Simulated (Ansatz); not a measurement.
Consider the redistribution: `[CH3][AlH][O][SiH2]C` + `C#C[SiH](C)Cl` → `C[SiH2][SiH](C)Cl` + `C#C[O][AlH][CH3]`.

Isolated molecules relaxed with PBE0-D4/def2-TZVP in Ansatz; ΔE leaves out vibrations. CCSD(T)/CBS adds triple-zeta CCSD(T) − MP2 to the extrapolated MP2 energy (def2 sets, frozen cores). Functionals use def2-TZVPP. B3LYP here is the variant with VWN-RPA as its local correlation; programs differ in this. Each species was taken in one conformer, which may not be the lowest.

```
             level  ΔE (kJ/mol)
          B3LYP-D4        221.0
     HF/def2-TZVPP        254.3
SCS-MP2/def2-TZVPP        252.5
    CCSD/CBS(def2)        243.7
```

Problem. What does CCSD(T)/CBS give? (An estimate is asked.)

Solution. The calculation gave: +240.5 kJ/mol. The listed levels differ from it by -19.5, 13.8, 12.0, 3.2 kJ/mol.

Largest T1 diagnostic among the species: 0.013.

From PBE to PBE0 (25 % exact exchange), in def2-TZVPP and without D4, ΔE moves by +12.2 kJ/mol. In def2-TZVPP, CCSD(T) changes the Hartree–Fock value by −15.8 kJ/mol (the triples alone add −3.2 kJ/mol) and MP2 by −4.0 kJ/mol.
